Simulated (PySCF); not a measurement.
Order these species by their calculated properties.

Species are written as SMILES; each is one conformer at its optimised geometry, gas phase, non-relativistic unless stated. Electronic properties by PySCF.

The conformers computed, where there is a choice (atom-mapped SMILES and torsion angles):
- `[CH3:1][SiH2:2][S:3][Si@@H:4]([Cl:5])[CH:6]([CH3:7])[CH3:8]`: C1–Si2–S3–Si4 168°, Si2–S3–Si4–Cl5 42°, S3–Si4–C6–C7 -179°
- `[O:1]=[C:2]([OH:3])[CH:4]([F:5])[F:6]`: O1–C2–C4–F5 2°, H–O3–C2–O1 3°
- `[CH3:1][S:2][SiH2:3][CH2:4][C@@H:5]([CH3:6])[SiH2:7][Cl:8]`: C1–S2–Si3–C4 -173°, S2–Si3–C4–C5 -45°, Si3–C4–C5–C6 168°, C4–C5–Si7–Cl8 -48°
- `[CH3:1][N:2]([CH3:3])[c:4]1[cH:5][cH:6][n:7][cH:8][cH:9]1`: C1–N2–C4–C5 180°
- `[CH3:1][NH:2][NH:3][c:4]1[cH:5][cH:6][cH:7][cH:8][cH:9]1`: C1–N2–N3–C4 -94°, N2–N3–C4–C5 17°
- `[CH3:1][C@H:2]([CH2:3][C:4](=[O:5])[Cl:6])[C:7]([F:8])([F:9])[F:10]`: C1–C2–C3–C4 65°, C2–C3–C4–O5 -123°, C1–C2–C7–F8 60°
- `[CH2:1]=[CH:2][CH2:3][n:4]1[n:5][cH:6][cH:7][c:8]1[CH3:9]`: C1–C2–C3–N4 -127°, C2–C3–N4–N5 -103°
- `[CH:1]#[C:2][c:3]1[cH:4][p:5][c:6]([CH2:7][CH3:8])[s:9]1`: P5–C6–C7–C8 -100°

The conformers of `C/N=C\[C@@H]1[SiH2][SiH2][SiH2]C1=O` and `CO[C@@H]1C[Si@H](C#N)[SiH2][SiH2]1` aren't listed.

(1) Rank by HOMO–LUMO gap, lowest first (PBE0/pcSseg-1 at GFN2-xTB geometries).
A. `CO[C@@H]1C[Si@H](C#N)[SiH2][SiH2]1`
B. `O=C(O)C(F)F`
C. `CS[SiH2]C[C@@H](C)[SiH2]Cl`
D. `C[C@H](CC(=O)Cl)C(F)(F)F`
E. `CN(C)C1=CC=NC=C1`
F. `C[SiH2]S[Si@@H](Cl)C(C)C`
G. `C/N=C\[C@@H]1[SiH2][SiH2][SiH2]C1=O`
H. `N(C)Nc1ccccc1`

(2) Rank by smallest rotational constant, lowest first (GFN2-xTB).
A. `O=C(O)C(F)F`
B. `C(Cl)(=O)C[C@H](C(F)(F)F)C`
C. `C#Cc1cpc(CC)s1`
D. `CN(C)c1ccncc1`
E. `C[SiH2]S[Si@@H](Cl)C(C)C`
F. `n1ccc(n1CC=C)C`
G. `CNNc1ccccc1`

(3) Rank by HOMO energy, highest first (PBE0/pcSseg-1 at GFN2-xTB geometries).
A. `CS[SiH2]C[C@@H](C)[SiH2]Cl`
B. `CN(C)c1ccncc1`
C. `C[SiH2]S[Si@@H](Cl)C(C)C`
D. `C[C@H](CC(=O)Cl)C(F)(F)F`
E. `CO[C@@H]1C[Si@H](C#N)[SiH2][SiH2]1`
F. `CNNc1ccccc1`

(4) By how much do the two ends of that ranking differ?

(5) Rank by dipole moment, highest first (PBE0/pcSseg-1 at GFN2-xTB geometries).
A. `CN(C)C1=CC=NC=C1`
B. `CS[SiH2]C[C@@H](C)[SiH2]Cl`
C. `C=CCn1nccc1C`
D. `O=C(O)C(F)F`

Results:

(1) G (5.07 eV), H (5.64 eV), E (6.02 eV), A (6.69 eV), C (7.01 eV), D (7.46 eV), F (7.56 eV), B (8.05 eV).

(2) E (0.433 GHz), B (0.570 GHz), C (0.641 GHz), G (0.858 GHz), D (0.935 GHz), F (0.988 GHz), A (2.255 GHz).

(3) F (-5.72 eV), B (-6.07 eV), A (-6.81 eV), C (-7.30 eV), E (-7.72 eV), D (-8.86 eV).

(4) By 3.14 eV, between `CNNc1ccccc1` and `C[C@H](CC(=O)Cl)C(F)(F)F`.

(5) A (4.84 D), D (2.88 D), C (2.67 D), B (1.27 D).
